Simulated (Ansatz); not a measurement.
Reaction (substitution at a C–C bond): `CCCBr` + `BNB` → `BN(B)C` + `CCBr`

Computed with Ansatz on PBE0-D4/def2-TZVP structures; ΔE is electronic, products minus reactants. CCSD(T)/CBS adds triple-zeta CCSD(T) − MP2 to the extrapolated MP2 energy (def2 sets, frozen cores). This one scheme is used for every species. DFT in def2-TZVPP. For Br outer-core shells are correlated without core-valence functions, which leaves a few kJ/mol of doubt a bond. Scalar relativity is left out up to krypton. One conformer a species, not always the lowest.

```json
{"level": "PBE0", "ΔE (kJ/mol)": "36.1"}
{"level": "CCSD/def2-TZVPP", "ΔE (kJ/mol)": "36.8"}
```

Task: What does CCSD(T)/CBS give? (Best estimate.)

Result: Computed: +37.1 kJ/mol. The listed levels differ from it by -1.0, -0.3 kJ/mol.

Largest T1 diagnostic among the species: 0.011.
